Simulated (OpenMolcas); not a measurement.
## Ge I: Slater's ratio, the spin-orbit constant, worked from levels

| Quantity | Value |
| --- | --- |
| Program | OpenMolcas |
| Basis | ANO-RCC [10s9p8d5f2g] |
| Scalar Hamiltonian | DKH2, point nucleus |
| Active space | 2 electrons in 9 orbitals (RAS2 4p; RAS3 4d 5s, at most 1 electron) |
| State averaging | 2S+1 = 3 even, 3 roots; 2S+1 = 1 even, 6 roots; 2S+1 = 3 odd, 18 roots; 2S+1 = 1 odd, 8 roots |
| Spin-orbit coupling | state interaction with AMFI integrals over the reference wave functions, term energies averaged over their components |

Methods: RASSCF; MS-RASPT2, IPEA 0.25 Eh, imaginary shift 0.1 Eh (closed shells correlated: 3d 4s). Measured levels: NIST Handbook of Basic Atomic Spectroscopic Data.

**Slater's ratio.** With one set of orbitals, p2 has 1D - 3P = 6 F2 and 1S - 1D = 9 F2 (F2 = F²/25), a ratio of 3/2. Term energies are centres of gravity, weighted by 2J + 1.

```json
{"Source": "RASSCF", "1D - 3P": "8506", "1S - 3P": "20828", "F2 from the first": "1418", "Ratio": "1.449"}
{"Source": "MS-RASPT2", "1D - 3P": "6093", "1S - 3P": "17657", "F2 from the first": "1016", "Ratio": "1.898"}
{"Source": "measured", "1D - 3P": "6156", "1S - 3P": "15398", "F2 from the first": "1026", "Ratio": "1.501"}
```

Energies in cm-1. A ratio away from 3/2 shows effects beyond one configuration with one set of orbitals, and in heavier atoms second-order spin-orbit shifts.

**The spin-orbit constant.** For the Hund term 3P of p2, E(J) = (A/2) J(J+1) + constant and ζ = 2S·A = 2A. From J = 0 to J = 2 the energy changes by 3 A.

| Source | E(2) - E(0) | A | ζ |
| --- | --- | --- | --- |
| RASSCF | 1244.8 | 414.9 | 830 |
| MS-RASPT2 | 1237.9 | 412.6 | 825 |
| measured | 1410.0 | 470.0 | 940 |

All in cm-1. MS-RASPT2 is off by -12.2 % and RASSCF by -11.7 %. Both methods take the spin-orbit matrix elements from the reference wave functions, so the second can move ζ only through the term energies and any multistate remixing. Second-order mixing with other terms is absorbed into this ζ.

Term energies are means over components that CASPT2 splits; among the terms shown or strongly mixed into the levels shown the widest spread is 110 cm-1 (4s2 4p2 1D, MS-RASPT2). With the s shell closed, the reference lacks s² → p² mixing. Without dynamic correlation excited terms often stand tens of per cent too high (terms of higher spin than the ground term too low), and those without a measured partner can miss by more than the paired ones (holds for RASSCF). Measured partners are found by configuration, term and J. A level has none where our copy of the source lacks it or the pairing is in doubt (some pairs that miss far off the trend of their configuration count as doubtful), and it then counts in no deviation. Only configurations of the active space appear.
